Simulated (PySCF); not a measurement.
TaF4Br, SMILES [F][Ta]([F])([F])([F])[Br], multiplicity 1.

The structure is a stationary point at PBE0-D3(BJ)/def2-SVP. The spin state was assumed, not searched. The structure was generated by enumeration; whether it is a known compound was not checked. The def2 effective core potentials stand for the cores of Ta; spin–orbit coupling is left out.

Two levels are set side by side: TDDFT-PBE/def2-SVPD (PySCF) and TDDFT-M06-2X/def2-SVPD (PySCF). Vertical, same geometry. The lowest singlet is HOMO−1→LUMO 96 % with PBE and HOMO−1→LUMO 67 %, HOMO→LUMO+1 33 % with the other functional; states are paired by order. Differences are taken from unrounded values.

```json
[
 {"quantity": "lowest singlet excitation (eV)", "TDDFT-M06-2X": "5.90"},
 {"quantity": "lowest triplet excitation (TDA) (eV)", "TDDFT-M06-2X": "5.58"},
 {"quantity": "first bright state (f over 0.05) (eV)", "TDDFT-M06-2X": "6.89"},
 {"quantity": "its oscillator strength", "TDDFT-M06-2X": "0.08"}
]
```

Problem. What does TDDFT-PBE give, and how far is it from TDDFT-M06-2X? (The exact figures need the calculation; the answer reports its results.)

Solution. 
```json
[
 {"quantity": "lowest singlet excitation (eV)", "TDDFT-PBE": "5.17", "TDDFT-PBE minus TDDFT-M06-2X": "-0.74"},
 {"quantity": "lowest triplet excitation (TDA) (eV)", "TDDFT-PBE": "4.78", "TDDFT-PBE minus TDDFT-M06-2X": "-0.80"},
 {"quantity": "first bright state (f over 0.05) (eV)", "TDDFT-PBE": "6.18", "TDDFT-PBE minus TDDFT-M06-2X": "-0.71"},
 {"quantity": "its oscillator strength", "TDDFT-PBE": "0.11", "TDDFT-PBE minus TDDFT-M06-2X": "0.02"}
]
```

A lower first singlet is the usual sign of a functional without exact exchange. Differences between two approximate levels are no errors against the true value.

Rough cost on one machine, each run with all the roots and properties that it gave: TDDFT-M06-2X against TDDFT-PBE about 10 times.
